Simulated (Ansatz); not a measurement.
The first iterations of a band of ClF3Ge + H2S (8 atoms, charge 0, multiplicity 1).

Method: Ansatz 0.2.0, RKS PBE-D4/def2-SVP.

```
movable images  : 5
climbing image  : yes
spring          : 5.0 eV/Å²
optimiser       : quadratic models (default)
start path      : through a guess of the saddle point
force threshold : 0.05 eV/Å
iteration limit : 60
end points      : relaxed
```

First end point:

```xyz
8
Properties=species:S:1:pos:R:3
Ge 0.119 -0.231 -0.080
F 0.507 -0.715 1.542
Cl 1.741 -0.291 -1.455
F -0.852 1.207 -0.103
F -0.997 -1.457 -0.589
S 1.861 2.114 1.236
H 1.877 1.310 2.336
H 0.667 2.659 1.600
```

Last end point:

```xyz
8
Properties=species:S:1:pos:R:3
Ge 0.379 0.854 -0.376
F 1.143 -0.404 2.467
Cl 1.585 -0.553 -1.445
F -0.726 1.567 -1.507
F -0.657 -0.145 0.678
S 1.373 2.365 0.852
H 1.516 1.388 1.814
H 0.312 -0.475 2.004
```

| iteration | highest image above the first end (eV) | largest band force component (eV/Å) |
| --- | --- | --- |
| 1 | 13.764 | 64.282 |
| 2 | 3.368 | 16.110 |
| 3 | 1.471 | 10.249 |
| 4 | 0.789 | 3.378 |

Task: Does the band converge within its limit, and where does its top end?

Result: It converged. It ended after 13 iterations with the highest image 0.734 eV above the first end. A vibrational analysis at the climbing image gives one clearly imaginary mode, 451i cm⁻¹: a first-order saddle point. The orbitals stay closed-shell, which can raise the energy where a bond breaks towards radicals; this wasn't checked here.

Run time: 89 s on 4 threads of Arm Neoverse V2 (shared host), peak memory 0.19 GiB.
